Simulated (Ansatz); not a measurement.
Species: sum formula BNHCl$_{2}$ (charge 0, doublet). It need not be the lowest isomer of its formula. SMILES: [NH]B(Cl)Cl
Geometry from a B3LYP-D3(BJ)/def2-TZVP (Ansatz, a quantum-chemistry and plane-wave program) optimisation:
```xyz
5

N     -1.6603    -0.5804    -0.2428
B     -0.3578    -0.1258    -0.0276
Cl     0.9738    -1.2807    -0.0030
Cl    -0.0479     1.6060     0.0832
H     -2.3287    -0.8384     0.4747
```
Charge 0, spin multiplicity 2.

Quantity: atomisation energy (electronic, to ground-state atoms), in kcal/mol. Cores are frozen in the correlated levels unless marked. Open shells are spin-unrestricted. Spin-orbit coupling is left out. No relativistic terms. The coupled-cluster limit lacks core correlation, which all-electron functionals hold. CBS marks a two-point X^-3 extrapolation of the correlation energy; Hartree-Fock from the larger set (for Q and 5 zeta extrapolated as (X+1)exp(-9√X)).

```tsv
level	program	atomisation energy (kcal/mol)
r2SCAN/def2-TZVPD	Ansatz	410.2
r2SCAN-D3(BJ)/def2-TZVPD	Ansatz + dftd3	410.9
PBE0/6-31G*	Ansatz	?
B2GP-PLYP-D4/def2-TZVPD	Ansatz + dftd4	396.9
B2PLYP/def2-TZVPD	Ansatz	396.9
CCSD(T)/CBS(cc-pV(Q+d)Z,cc-pV(5+d)Z)	Ansatz	?
```

Q: Complete the blanks.

A: 
- PBE0/6-31G*, atomisation energy (kcal/mol): 403.6
- CCSD(T)/CBS(cc-pV(Q+d)Z,cc-pV(5+d)Z), atomisation energy (kcal/mol): 398.2
